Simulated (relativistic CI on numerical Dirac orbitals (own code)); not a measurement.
One change at a time: Sr XX

Base calculation: Dirac-Coulomb-Breit CI, orbitals from a KLI potential per configuration, model QED (radiative potential, 1s self-energy scaled to tabulated hydrogen-like ionisation energies), unscaled Slater integrals.

Configuration list (outside the closed core [Ne]): 3s²3p⁶3d, 3s²3p⁵3d², 3s3p⁶3d², 3s²3p⁶4s, 3s²3p⁶4p, 3s²3p⁶4d, 3s²3p⁶4f, 3s²3p⁵3d4s, 3s²3p⁵3d4p, 3p⁶3d³, 3p⁵3d⁴. Double excitations out of closed p, d and f shells are left out; levels of such configurations are missing from the list, as are those of other unlisted configurations, and high levels can miss mixing partners. These lack a partner that the ground configuration has and come out too high: 3s²3p⁵3d4s, 3s²3p⁵3d4p.

Variants: (1) valence Slater integrals scaled by 0.9; (2) configuration mixing switched off; (3) QED terms removed. Shifts of the energy above 3s²3p⁶3d ²D3/2, in cm⁻¹, for the lowest level and the first level of each name with at least 55 % of one term (blank where a level changes its place among those of its configuration and J or its character, or is not in the variant):

| Level | Base | Δ(1) | Δ(2) | Δ(3) |
| --- | --- | --- | --- | --- |
| 3s²3p⁶3d ²D3/2 | 0 | 0 | 0 | 0 |
| 3s²3p⁶3d ²D5/2 | 21187 | +4 | +33 | -69 |
| 3s²3p⁵3d² ⁴D°1/2 | 774554 | +11709 | -2168 | +188 |
| 3s²3p⁵3d² ⁴D°3/2 | 780826 | +11378 | -2164 | +177 |
| 3s²3p⁵3d² ⁴D°5/2 | 792419 | +11070 | -2169 | +148 |
| 3s²3p⁵3d² ⁴D°7/2 | 808449 | +10406 | -2168 | +115 |
| 3s²3p⁵3d² ⁴G°9/2 | 827108 | +7448 | -2203 | +147 |
| 3s²3p⁵3d² ⁴G°7/2 | 828851 | +6720 | -2190 | +175 |
| 3s²3p⁵3d² ⁴G°11/2 | 831038 | +8017 | -2201 | +110 |
| 3s²3p⁵3d² ⁴P°5/2 | 843516 | +6414 | -2151 | +133 |
| 3s²3p⁵3d² ⁴P°3/2 | 853676 | +5337 | -2126 | +147 |
| 3s²3p⁵3d² ⁴P°1/2 | 869695 | +4843 | -2139 | +114 |
| 3s²3p⁵3d² ²D°5/2 | 871803 | +4673 | -2065 | +95 |
| 3s²3p⁵3d² ⁴F°9/2 | 873267 | +4430 | -2200 | +95 |
| 3s²3p⁵3d² ²F°7/2 | 896126 | +821 | -2090 | +141 |
| 3s²3p⁵3d² ²H°11/2 | 897028 | +724 | -2190 | +135 |
| 3s²3p⁵3d² ²P°1/2 | 904593 | +2394 | -2078 | +73 |
| 3s²3p⁵3d² ²H°9/2 | 936859 | -2171 | -2186 | +111 |
| 3s²3p⁵3d² ²G°9/2 | 983119 | +2571 | -2208 | -88 |
| 3s²3p⁵3d² ²S°1/2 | 1019319 | -4308 | -2156 | -3 |
| 3s²3p⁵3d² ²P°3/2 | 1054974 | -9606 | -958 | +32 |
| 3s3p⁶3d² ⁴F3/2 | 1576744 | +6248 | -3293 | +2742 |

At this charge energies of transitions that change n are usually good to better than 1 %, and those within a shell (Δn = 0) to a few per cent.

Ionisation energy from the two ground configurations alone: base 774.649 eV. The NIST ASD value (theoretical) is 774 eV.

LS names give the leading component of a level, which can be under half, so a name can repeat, a term be missing and a line seem to break the LS rules.
